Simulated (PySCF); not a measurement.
Exercise with solution: chemical shift, span and skew from a shielding tensor

Si(H)(OH)(NH2)2 (H6N2OSi), SMILES N[SiH](O)N. Atoms are numbered in the order given.

```xyz
10

Si     0.0175     0.0664    -0.3354
N     -0.2528    -1.6331    -0.2419
N      1.4382     0.6230     0.4750
O     -1.2582     0.8823     0.3758
H      0.1476     0.3632    -1.7908
H     -0.8895    -2.0559    -0.9123
H     -0.3736    -2.0691     0.6687
H      2.3502     0.2989     0.1657
H      1.4231     0.7089     1.4875
H     -1.1356     1.8375     0.4385
```
Charge 0, spin multiplicity 1.

Coordinates come from a r2SCAN-D4/def2-SVP optimisation. Other conformers were not sampled.

GIAO shieldings from B3LYP/pcSseg-1 run with PySCF, non-relativistic, no solvent. The symmetric part of the tensor of Si1 has the principal values 338.5, 388.5, 399.9 ppm. The same nucleus in TMS has σ = 338.7 ppm at this level (PySCF, at its B3LYP-D3(BJ)/def2-TZVP geometry).

Question: Work out the isotropic shielding, the ²⁹Si shift against TMS, the span and the skew.

Answer: 
σ(iso) = (σ11 + σ22 + σ33)/3 = 375.6 ppm. δ = σ(ref) − σ(iso) = 338.7 − (375.6) = -36.9 ppm.
Span Ω = σ33 − σ11 = 61.4 ppm. Skew κ = 3(σ(iso) − σ22)/Ω = -0.63. Tumbling in solution averages the tensor to δ; in a static solid the shielding alone would spread this spin-1/2 line over Ω.
